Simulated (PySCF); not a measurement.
SrH: energy against distance

Set-up: PySCF, spin-free X2C with a Gaussian nucleus, basis sets Sr x2c-SVPall, H x2c-SVPall. Energies in eV from Sr + H in their ground configurations at the same level. All curves are PBE0. state 1: ²Σ⁺ (doublet), unpaired electrons σ ↑; state 2: ²Π (doublet), unpaired electrons π ↑, a second solution, started from another occupation; state 3: quartet, unpaired electrons σ ↑↑, π ↑, a second solution, started from another occupation.

```json
{"R (Å)": "1.811", "state 1": "-1.485", "state 2": "0.0311", "state 3": "2.6899"}
{"R (Å)": "1.895", "state 1": "-1.661", "state 2": "-0.1521", "state 3": "2.4559"}
{"R (Å)": "1.980", "state 1": "-1.763", "state 2": "-0.2588", "state 3": "2.2762"}
{"R (Å)": "2.043", "state 1": "-1.800", "state 2": "-0.2992", "state 3": "2.1696"}
{"R (Å)": "2.106", "state 1": "-1.812", "state 2": "-0.3124", "state 3": "2.0824"}
{"R (Å)": "2.169", "state 1": "-1.801", "state 2": "-0.3034", "state 3": "2.0111"}
{"R (Å)": "2.253", "state 1": "-1.761", "state 2": "-0.2640", "state 3": "1.9360"}
{"R (Å)": "2.359", "state 1": "-1.679", "state 2": "-0.1812", "state 3": "1.8667"}
{"R (Å)": "2.485", "state 1": "-1.547", "state 2": "-0.0475", "state 3": "1.8096"}
```

Task: Put a parabola through the three lowest points of the state 1 curve and estimate Re, k and ωe (reduced mass 0.9964 u; 1 eV/Å² = 0.16022 mdyn/Å; ωe = 1302.8·√(k/μ) cm⁻¹).

Result: Through R = 2.043, 2.106, 2.169 Å the second-order coefficient is 2.90 eV/Å², so Re ≈ 2.107 Å, k ≈ 0.928 mdyn/Å and ωe ≈ 1258 cm⁻¹. A polynomial fit of higher order to the unrounded PBE0 energies gives Re = 2.105 Å, k = 0.865 mdyn/Å, ωe = 1214 cm⁻¹; anharmonicity and rounding make the difference.

The higher-order fit for each curve: state 1: Re = 2.105 Å, ωe = 1214 cm⁻¹, De = 1.81 eV; state 2: Re = 2.110 Å, ωe = 1223 cm⁻¹, minimum 0.312 eV below the ground-state fragments. State 3 gave no clean fit.

Spin–orbit coupling is left out. Counting both spins, an empty level lies below a filled one in some of these solutions, because spin and occupation are held. The state is the lowest determinant that a PBE0 search found; another state may lie lower at other levels.
